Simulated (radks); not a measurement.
Excited configurations of Tl2+: one electron is placed in a higher orbital outside [Xe] 4f14 5d10. The ground configuration is [Xe] 4f14 5d10 6s1. All-electron calculation, Dirac Kohn-Sham, PBE, spin-unpolarised, spherical densities, point nucleus; open shells fill j = l - 1/2 first. Program: a radial shooting solver on a logarithmic mesh with Libxc functionals. Excitation = E - E(ground); binding = E(ion) - E, where the ion is the core of charge +3; n* = 3/sqrt(2 binding) in atomic units, and the quantum defect is n - n*.

| outer orbital | excitation (eV) | binding (eV) | n* | eigenvalue (eV) |
|---|---|---|---|---|
| 5f5/2 | 21.946 | 8.195 | 3.866 | -6.347 |
| 6p1/2 | 7.954 | 22.186 | 2.349 | -18.138 |
| 6d3/2 | 18.275 | 11.866 | 3.212 | -9.587 |
| 6f5/2 | 24.562 | 5.579 | 4.685 | -4.561 |
| 7s1/2 | 17.200 | 12.941 | 3.076 | -11.059 |
| 7p1/2 | 19.493 | 10.648 | 3.391 | -9.050 |
| 7d3/2 | 23.082 | 7.059 | 4.165 | -5.940 |
| 7f5/2 | 26.211 | 3.930 | 5.582 | -3.317 |

The Delta-SCF ionisation energy is 30.141 eV (NIST Atomic Spectra Database: 29.852 eV, measured). Self-interaction in the functional shifts the binding energies and quantum defects, so they are the method's values and not measured ones. Spin polarisation and multiplet splitting are left out, so open shells lie too high by an amount that depends on their filling.

Beside tabulated values, note that spin-unpolarised runs miss the spin-polarisation part of the exchange energy of open shells.
